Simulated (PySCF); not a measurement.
Compound: C6H4BrF.
Bonds: F1–C2, C2–C3 (aromatic), C3–C4 (aromatic), C4–C5 (aromatic), C5–C6 (aromatic), C6–C7 (aromatic), C7–Br8, C2–C7 (aromatic). Hydrogens: H9 on C3; H10 on C4; H11 on C5; H12 on C6.

Computed by this run: PySCF, PBE0-D3(BJ)/def2-SVP geometry optimisation, gas phase; density fitting, grid level 1; the optimiser is geomeTRIC in internal coordinates, started from a GFN2-xTB structure.

Step 0: E = -79017.2515 eV
```
atom  x, y, z in Å  |  force x, y, z in eV/Å
F1      0.3640   -2.7664    0.2767   -0.312   0.588  -0.072
C2     -0.2884   -1.6048    0.1127    0.541  -0.917   0.127
C3     -1.6675   -1.6146    0.0082    0.129   0.066   0.009
C4     -2.3422   -0.4183   -0.1616    0.038  -0.013   0.001
C5     -1.6389    0.7732   -0.2268   -0.048   0.040  -0.006
C6     -0.2591    0.7795   -0.1212    0.014  -0.051  -0.003
C7      0.4230   -0.4145    0.0493    0.759  -0.018   0.066
Br8     2.3170   -0.4276    0.1984   -0.448  -0.052  -0.033
H9     -2.1887   -2.5571    0.0623   -0.199  -0.449   0.027
H10    -3.4178   -0.4187   -0.2432   -0.493  -0.008  -0.038
H11    -2.1651    1.7054   -0.3598   -0.235   0.432  -0.061
H12     0.2935    1.7048   -0.1711    0.255   0.382  -0.017
```

Step 1: E = -79017.2845 eV
```
atom  x, y, z in Å  |  force x, y, z in eV/Å
F1      0.3700   -2.7527    0.2959    0.040  -0.131  -0.038
C2     -0.2775   -1.6162    0.1056   -0.052   0.213   0.058
C3     -1.6627   -1.6213    0.0003   -0.020  -0.097   0.001
C4     -2.3454   -0.4192   -0.1637   -0.079  -0.002  -0.005
C5     -1.6429    0.7824   -0.2274   -0.030   0.054  -0.014
C6     -0.2540    0.7846   -0.1309    0.050   0.044  -0.001
C7      0.4346   -0.4153    0.0387   -0.157  -0.053   0.018
Br8     2.2953   -0.4470    0.2090    0.201   0.017  -0.005
H9     -2.1860   -2.5791    0.0563    0.020   0.033   0.008
H10    -3.4361   -0.4229   -0.2347    0.037  -0.011  -0.011
H11    -2.1759    1.7286   -0.3472    0.011  -0.030  -0.014
H12     0.3104    1.7189   -0.1781   -0.021  -0.037   0.003
```

**Question.** Estimate the geometry and energy of step 2. (The exact step hangs on the optimiser's Hessian estimate; all steps are aligned on step 1, rigid shifts and turns removed.)

**Answer.** E = -79017.2864 eV, largest force 0.094 eV/Å
```
atom  x, y, z in Å  |  force x, y, z in eV/Å
F1      0.3592   -2.7588    0.2784    0.088  -0.023   0.023
C2     -0.2791   -1.6102    0.1162   -0.006  -0.017  -0.020
C3     -1.6645   -1.6202    0.0093   -0.020   0.058  -0.008
C4     -2.3490   -0.4198   -0.1631    0.023  -0.009   0.011
C5     -1.6436    0.7811   -0.2275   -0.008   0.014  -0.001
C6     -0.2542    0.7849   -0.1217    0.036   0.024  -0.006
C7      0.4383   -0.4128    0.0501   -0.062  -0.060   0.013
Br8     2.3115   -0.4433    0.1969   -0.064   0.002  -0.007
H9     -2.1845   -2.5788    0.0624    0.015  -0.001   0.005
H10    -3.4378   -0.4255   -0.2455    0.001   0.001  -0.004
H11    -2.1750    1.7256   -0.3596    0.002   0.002  -0.006
H12     0.3084    1.7186   -0.1721   -0.005   0.007   0.001
```

The energy changes by -0.0019 eV. The first-order estimate −F·Δx gives -0.0066 eV and the mean of the old and new forces, exact on a quadratic surface, -0.0020 eV. The step makes an angle of 68° with the force vector and moves no atom by more than 0.021 Å.

The cost below is that of the whole optimisation. Time: 66 s; peak memory 0.59 GiB. Hardware: one thread, Arm Neoverse V2 (aarch64), no GPU, on a shared host.
